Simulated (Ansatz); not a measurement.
Cl3SSi, SMILES `[S][Si](Cl)(Cl)Cl` radical, relaxed with UKS PBE-D4/def2-SVP in Ansatz 0.2.0 from a rough embedded geometry. The force threshold is 0.03 eV/Å; the program also tests the step.

Charge 0, multiplicity 2.

Start:

```xyz
5

S     0.490    1.762   -1.115
Si   -0.008    0.041   -0.024
Cl    1.612   -0.660    0.941
Cl   -1.381    0.330    1.391
Cl   -0.714   -1.473   -1.194
```

By how much does the energy fall, and how many steps does the optimiser take? (An estimate is asked.)

Ansatz gave: 0.14 eV, in 4 steps.

Which bonds change most? (Estimate.)

Computed: Si2–Cl4 from 1.992 to 2.061 Å; Si2–Cl3 from 2.012 to 2.069 Å; Si2–Cl5 from 2.040 to 2.061 Å; S1–Si2 from 2.098 to 2.106 Å.

Give the relaxed structure. (Best estimate.)

Ansatz gave: 
```xyz
5

S     0.560    1.728   -1.066
Si   -0.043    0.006   -0.017
Cl    1.715   -0.593    0.895
Cl   -1.478    0.360    1.419
Cl   -0.754   -1.501   -1.231
```
